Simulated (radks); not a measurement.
Results of a calculation; reference values are marked as such.
The nuclear charge of the xenon ion Xe2+ is varied continuously with 52 electrons held in [Kr] 4d10 5s2 5p4. Code: a radial shooting solver on a logarithmic mesh with Libxc functionals. Model: Dirac Kohn-Sham, PBE, spin-unpolarised, spherical densities, point nucleus; open shells are shared between the two j in proportion to 2j + 1. By the Hellmann-Feynman theorem dE/dZ = E(electron-nucleus)/Z, the electronic potential at the nucleus.

Z,E (hartree),E(electron-nucleus)/Z (hartree),HOMO,e(HOMO) (eV),<r> HOMO (bohr)
53.5,-7282.73716,-330.391,5p3/2,-20.356,2.226
53.75,-7365.60358,-332.540,5p3/2,-23.200,2.169
54,-7449.00746,-334.691,5p3/2,-26.148,2.116
54.25,-7532.9493,-336.844,5p3/2,-29.197,2.067
54.5,-7617.4297,-338.999,5p3/2,-32.344,2.022
54.75,-7702.4491,-341.157,5p3/2,-35.587,1.979
55,-7788.0083,-343.317,5p3/2,-38.924,1.938

The central difference of E at Z = 54 is -334.691 hartree, to compare with the third column; the second derivative is -8.61 hartree.
